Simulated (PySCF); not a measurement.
# Working out the excitation energy of P

P [Ne] 3s2 3p3 (4S) → P [Ne] 3s1 3p4 (4P). Computed with PySCF 2.14 in aug-cc-pV(D+d)Z (5s4p3d, 32 functions), with the non-relativistic Hamiltonian (point nucleus). Frozen: [Ne]. Energies in hartree (1 hartree = 27.21139 eV):

```json
{"part": "UHF", "P (lower)": "-340.709958", "P (upper)": "-340.417191"}
{"part": "MP2 opposite-spin", "P (lower)": "-0.048870", "P (upper)": "-0.048063"}
{"part": "MP2 same-spin", "P (lower)": "-0.019232", "P (upper)": "-0.018968"}
```

Problem. What does Hartree-Fock give?

Solution. (-340.417191) − (-340.709958) = 0.292767 hartree = 7.967 eV.

Problem. What do MP2 and SCS-MP2 (6/5 opposite-spin, 1/3 same-spin) give?

Solution. The opposite-spin parts differ by 0.022 eV and the same-spin parts by 0.007 eV. MP2: 7.967 + (0.022) + (0.007) = 7.996 eV. SCS-MP2: 7.967 + 1.2 × (0.022) + (0.007)/3 = 7.996 eV.

Measured between the centres of the two terms (NIST): 7.395 eV, so MP2 (valence) is off by 0.601 eV.

What remains against the reference includes basis incompleteness, the frozen core and correlation beyond second order.
